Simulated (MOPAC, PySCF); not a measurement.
Constitutional and geometric isomers with formula H6B2N2. Isolated molecules, 0 K electronic values unless said otherwise. One relaxed conformer stands for each flexible species; it need not be the lowest. Strings in code marks are SMILES.

Quantity: vertical ionisation energy (energy after one electron is removed minus that of the parent at the parent's geometry), in eV.

Level 1: PBE/6-31G* // r2SCAN-D4/def2-TZVP (PySCF)
Level 2: minus the HOMO energy of PBE-D3(BJ)/def2-TZVP // r2SCAN-D4/def2-TZVP (PySCF)
Level 3: minus the HOMO energy of PM3 // r2SCAN-D4/def2-TZVP (MOPAC)
Level 4: minus the HOMO energy of r2SCAN-D4/def2-TZVP (PySCF)

| species | level 1 | level 2 | level 3 | level 4 |
|---|---|---|---|---|
| `NBBN` (N–B–B–N torsion 73°) | 9.11 | 6.02 | 10.10 | 6.29 |
| `BNBN` (B–N–B–N torsion 180°) | 9.61 | 6.61 | 9.88 | 6.84 |
